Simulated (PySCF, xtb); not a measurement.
CH4Mg, SMILES [CH3][MgH].

GFN2-xTB run with xtb at its own geometry gives an orbital gap of 3.07 eV and a dipole moment of 2.36 D.

The structure is a stationary point at PBE-D3(BJ)/def2-TZVP.

Task: What does B3LYP/def2-TZVPD in PySCF give? (An estimate is asked for; the answer gives what the named calculation found.)

Result: gap 5.90 eV (levels -6.59 and -0.69 eV), dipole 0.44 D.
